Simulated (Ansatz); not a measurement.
Species: C4H4BFO, SMILES `Bc1ccc(F)o1` (charge 0, multiplicity 1), formula C4H4BFO.

Task: How many basis functions does frozen-core CCSD(T)/cc-pVTZ // B3LYP-D3(BJ)/def2-SVP in Ansatz (a quantum-chemistry and plane-wave program) use, how many core orbitals are frozen, and how many electrons are correlated?

Result: 266 basis functions and 7 frozen orbitals, which leaves 36 correlated electrons. Core time is of the order of minutes.
